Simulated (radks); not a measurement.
The numbers below are computed, except where a source is named.
Task: These are the eigenvalues of the occupied orbitals of an atom or ion with whole-number occupations (hartree). Level of theory: non-relativistic Kohn-Sham, r2SCAN, spin-polarised, spherical densities, point nucleus; meta-GGA in the generalised Kohn-Sham scheme (a radial shooting solver on a logarithmic mesh with Libxc functionals).

1s up: -1637.346
1s down: -1637.346
2s up: -273.2026
2s down: -273.1257
2p up: -260.0913
2p down: -260.0356
3s up: -72.52021
3s down: -72.50583
3p up: -66.76259
3p down: -66.74041
3d up: -56.09465
3d down: -56.04378
4s up: -26.12790
4s down: -25.96892
4p up: -23.80802
4p down: -23.64898
4d up: -19.68262
4d down: -19.52398

Which element is it, and in what charge state? The configuration may be excited. Open shells, if any, are filled with parallel spins first.

Result: Z = 62, samarium, charge +18: Sm18+ in [Kr] 4d8. The list shows which subshells hold electrons but not how many an open one holds; the 1s level, -1637.3 hartree, gives Z - s = 57.2 by -(Z - s)^2/2, which with screening narrows Z to a few neighbours, and the depths of the outer levels then fix element, charge and occupations together.
